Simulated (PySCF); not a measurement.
B3LYP has the VWN-RPA correlation part, as in Gaussian. 

Cartesian coordinates (Å):
```xyz
5

Y     -0.0817     0.0282     0.0378
F      0.5844    -1.3265     1.3686
F     -2.0383     0.4959     0.0311
O      1.1879     0.9002    -1.2706
H      1.7825     1.3303    -1.8979
```
Charge 0, spin multiplicity 1.

Estimate the dipole moment, total energy, HOMO–LUMO gap, charge on the central atom (Mulliken) and HOMO that B3LYP-D3(BJ)/def2-TZVP // TPSS-D3(BJ)/def2-SVP run with PySCF 2.14.0 returns for this input.


The dipole moment is 2.40 D, the total energy is -314.2243 Ha and the HOMO–LUMO gap is 6.10 eV. The charge on the central atom (Mulliken) is 1.55 e and the HOMO comes out as -8.50 eV.
